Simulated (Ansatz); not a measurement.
Frontier orbitals of CH₂BClFN, SMILES `C=NB(F)Cl`.

Total charge 0; spin multiplicity 1. The geometry is a stationary point of PBE0-D4/def2-TZVP. It is one conformer, not always the lowest. Basis def2-TZVPP, the Gaussian-basis code of Ansatz.

```csv
functional,HOMO (eV),LUMO (eV),gap (eV)
LDA (SPW92),-6.69,-2.95,3.74
PBE,-6.56,-2.67,3.89
BLYP,-6.45,-2.52,3.93
PBE0,-7.94,-1.55,6.39
B3LYP,-7.71,-1.80,5.91
r2SCANh,-7.34,-2.03,5.31
r2SCAN0,-8.12,-1.42,6.70
HSE06 (plane-wave form),-7.53,-1.94,5.59
BHLYP,-9.25,-0.33,8.92
CAM-B3LYP,-9.33,-0.34,8.99
ωB97M-V,-10.21,0.73,10.94
HF,-11.30,2.60,13.90
```

From PBE to PBE0 the HOMO moves by −1.38 eV and the LUMO by +1.12 eV, and with ωB97M-V by −3.65 and +3.40 eV, so the gap grows from 3.88 to 10.93 eV with exact exchange. A positive LUMO is unbound and depends on the basis.

B3LYP here is the variant with VWN-RPA as its local correlation; programs differ in this.
